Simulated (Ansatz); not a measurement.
Energy needed to pull apart GeH4S (SMILES [SH][GeH3]), closed shell, into free ground-state atoms, from the structure below (displaced at random from a GFN2-xTB minimum); no zero-point or spin–orbit terms; open-shell atoms are treated unrestricted, in their ground-state multiplicity.

```
6
angstrom
S 0.8204 -1.0723 1.0111
Ge -0.2080 0.5279 -0.1161
H 0.5653 -2.0306 0.0890
H -1.5954 0.1645 -0.2720
H 0.4026 0.6836 -1.5433
H -0.0364 1.7235 0.7237
```

Program: Ansatz 0.2.0. Basis: def2-TZVPP. Cores are frozen in the correlated methods. Filled d shells of the heavier atoms are correlated. The def2 sets are not built for correlating such inner shells, so the correlated values are less sure here.

| method | atomization energy (kcal/mol) |
| --- | --- |
| PBE-D4 | ? |
| r2SCAN-D4 | 374.1 |
| PBE0-D4 | 367.6 |
| r2SCANh-D4 | 372.7 |
| HSE06-D4 | 367.6 |
| wB97M-V | 372.8 |
| HF | ? |
| MP2 | 362.7 |
| CCSD | 363.4 |
| CCSD(T) | 367.7 |

Task: What does HF give? (An estimate is asked for; the value comes from the calculation.)

Result: By the calculation: 269.1 kcal/mol, which is about 98.6 kcal/mol less than CCSD(T)/def2-TZVPP.

Task: What does PBE-D4 give? (To be estimated.)

Result: By the calculation: 368.8 kcal/mol, which is about 1.1 kcal/mol more than CCSD(T)/def2-TZVPP.

In triple zeta the MP2 and coupled-cluster atomization energies are still short of their basis limit by a few kcal/mol a bond, whereas those of the functionals are nearly converged, so these differences are not deviations from converged CCSD(T).

The T1 diagnostic stays at or below 0.011.

For scale, one of the runs: CCSD(T)/def2-TZVPP forces, 146 basis functions (an equivalent command: `ansatz run in.yaml --threads 4`). The run took 39 s on 4 CPU threads (shared host), with 1.5 GiB of host memory at its peak.
